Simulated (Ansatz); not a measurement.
Mulliken charges of `C[NH][Sn]([Cl])([Cl])[Cl]` from r2SCAN/def2-TZVPP in Ansatz (PBE0-D4/def2-TZVP geometry).

| atom | x (Å) | y (Å) | z (Å) | charge (e) |
| --- | --- | --- | --- | --- |
| C1 | 0.304 | -1.015 | 1.134 | -0.060 |
| N2 | 0.766 | 0.148 | 0.386 | -0.442 |
| Sn3 | -0.433 | 0.929 | -1.000 | 1.139 |
| Cl4 | -1.182 | -0.569 | -2.598 | -0.335 |
| Cl5 | 0.692 | 2.620 | -2.073 | -0.324 |
| Cl6 | -2.308 | 1.748 | 0.044 | -0.327 |
| H7 | 0.250 | -1.941 | 0.549 | 0.074 |
| H8 | -0.688 | -0.816 | 1.546 | 0.068 |
| H9 | 0.975 | -1.183 | 1.981 | 0.063 |
| H10 | 1.707 | 0.028 | 0.034 | 0.144 |

By hand: the dipole of these point charges (1 e Å = 4.8032 D).

Σ q r = (0.355, -0.446, 0.425) e Å, of length 0.711 e Å = 3.42 D.

How does the dipole of the full density compare? (Best estimate.)

Computed: (0.361, -0.374, 0.321) e Å, 2.93 D; the point charges give 1.17 times that, at 7° from its direction.

Point charges leave out the atoms' own dipoles, such as those of lone pairs, and Mulliken's split depends on the basis, so the two needn't agree.
